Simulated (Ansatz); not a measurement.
`CN(C)[CH2][AlH2]` and `C[N](C)[Sn][OH]` differ in one atom or group.

Ansatz, PBE0-D4/def2-TZVP geometries, multiplicity 1. Each molecule was computed in one conformer, which needn't be the lowest.

Elements past krypton have def2 core potentials.

```json
{"property": "HOMO–LUMO gap (B3LYP/def2-TZVPP) / eV", "`CN(C)[CH2][AlH2]`": "4.37"}
{"property": "size of the dipole moment (PBE/def2-TZVPP) / D", "`CN(C)[CH2][AlH2]`": "0.93"}
{"property": "LUMO energy (ωB97M-V/def2-TZVPP) / eV", "`CN(C)[CH2][AlH2]`": "0.26"}
{"property": "HOMO–LUMO gap (PBE0/def2-TZVPP) / eV", "`CN(C)[CH2][AlH2]`": "4.79"}
{"property": "size of the dipole moment (B3LYP/def2-TZVPP) / D", "`CN(C)[CH2][AlH2]`": "0.92"}
{"property": "ideal-gas entropy at 298 K and 1 bar (rigid rotor, harmonic PBE0-D4/def2-TZVP) / J/(mol·K)", "`CN(C)[CH2][AlH2]`": "355"}
```

Question: Give the same properties after the change, and the shifts. (An estimate is asked.)

Answer: The calculation gave: 
```
                                                                                  property  `C[N](C)[Sn][OH]`  shift
                                                     HOMO–LUMO gap (B3LYP/def2-TZVPP) / eV               4.36  -0.01
                                            size of the dipole moment (PBE/def2-TZVPP) / D               2.24   1.31
                                                     LUMO energy (ωB97M-V/def2-TZVPP) / eV               0.08  -0.18
                                                      HOMO–LUMO gap (PBE0/def2-TZVPP) / eV               4.77  -0.02
                                          size of the dipole moment (B3LYP/def2-TZVPP) / D               2.22   1.30
ideal-gas entropy at 298 K and 1 bar (rigid rotor, harmonic PBE0-D4/def2-TZVP) / J/(mol·K)                372     17
```

The zero-point energy changes by -74.3 kJ/mol with -9 modes. Dipoles are sizes alone; their direction can turn. Modes under 60 cm⁻¹, often nearly free rotors, make the harmonic entropy too high.

B3LYP here is the variant with VWN-RPA as its local correlation; programs differ in this.
